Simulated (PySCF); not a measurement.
Vertical excitations of a molecule C3H5BO2 from TDA-PBE/def2-SVPD (PySCF 2.14.0), as energy in eV (oscillator strength): 2.51 (0.000), 4.14 (0.106), 4.36 (0.000), 4.71 (0.000), 5.33 (0.000), 5.77 (0.002), 6.11 (0.040), 6.57 (0.062), 6.60 (0.000), 6.67 (0.008). Lowest triplet (TDA): 1.94 eV. Geometry optimised at r2SCAN-D4/def2-SVP. The values are those of a single conformer.

Problem. Which molecule gave these data?
A) C=C1COB1O
B) C=CB(O)C=O
C) OB1C=CCO1
D) COB1C=CO1

Solution. B, C=CB(O)C=O
